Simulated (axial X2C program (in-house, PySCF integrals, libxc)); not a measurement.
## What spin–orbit coupling does to InSi

Calculated with an in-house all-electron X2C program for linear molecules (integrals from PySCF). Spin-free means the one-electron spin-free X2C Hamiltonian; two-component (2c) means X2C with spin–orbit coupling and atomic mean-field two-electron Coulomb and Gaunt terms, so the difference of the two also holds small scalar two-electron terms. Basis: In dyall-cv3z [11s12p9d4f1g], Si dyall-v3z [8s7p2d1f] (cores contracted in-house); Gaussian nuclei, density fitting, unrestricted open shells. Masses: In 114.904 u, Si 27.977 u.

Spin-free state: M_S = 3/2, Λ = 0 (beyond evenly filled blocks: σα, π+α, π-α); fragments In + Si.

```tsv
level	Re (Å)	ωe (cm⁻¹)	De (eV)	μ (D)
PBE0	2.610	260.4	2.341	-2.04
HF	2.694	239.4	1.445	-2.82
MP2	2.592	268.2	2.199	n/a
CCSD	2.623	259.2	2.105	n/a
CCSD(T)	2.614	262.7	n/a	n/a
r2SCAN0	2.595	265.1	2.324	-1.99
```

Correlated methods: 17 electrons correlated (number of frozen shells: In 4 s, 3 p, 1 d; Si 2 s, 1 p), 231 virtual spin orbitals or spinors in MP2, 110 natural virtuals in coupled cluster.

Dipoles are positive if Si is the positive end.

Two-component determinant lowest at the distance of the search:

Ω = 3/2 (⟨Sz⟩ = 1.49, ⟨Lz⟩ = 0.01 at HF); fragments In + Si.

| level | Re (Å) | ωe (cm⁻¹) | De (eV) | μ (D) |
| --- | --- | --- | --- | --- |
| PBE0 | 2.609 | 260.2 | n/a | -2.03 |
| HF | 2.694 | 239.1 | 1.265 | -2.82 |
| MP2 | 2.595 | 268.2 | 2.067 | n/a |
| CCSD | 2.623 | 259.0 | 1.939 | n/a |
| CCSD(T) | 2.614 | 262.5 | n/a | n/a |
| r2SCAN0 | 2.595 | 265.0 | n/a | -1.98 |

(1) From the two tables, how do the constants change at the CCSD(T) level (2c against spin-free)?

The state is one determinant whose occupation by symmetry is held fixed; it was picked as the lowest of a PBE0 search that is not exhaustive. Dissociation energies refer to the lowest single-determinant-based atoms at the same level and basis. De is not given where an atomic determinant may have missed its ground term or J level, or where the truncated virtual space spoils (T). Density functionals use the spin component along the axis (collinear). CCSD and (T) use frozen natural virtuals with an MP2 correction for the truncation; (T) itself is uncorrected, so its De runs slightly low. A 2c atom that is not at its ground J level misses part of its spin–orbit lowering, and De is too large by that part (0.04 eV or less for light atoms). This holds for MP2, CCSD. Other states lie close and PBE0, whose exact exchange favours high spin, may order them wrongly; the determinant shown need not be the ground state. The nearest other spin-free determinant of the search, M_S = 1/2, Λ = 0, lies 0.32 eV up at the distance of the search. Without a current term, density functionals place determinants with orbital angular momentum somewhat too high. With several unpaired electrons one determinant need not be a pure state. This is the top spin component of a Σ state; components of lower Ω are not single determinants and can lie lower.

Results:

(1) At the CCSD(T) level Re is unchanged within 0.001 Å and ωe is unchanged to within 0.2 cm⁻¹.
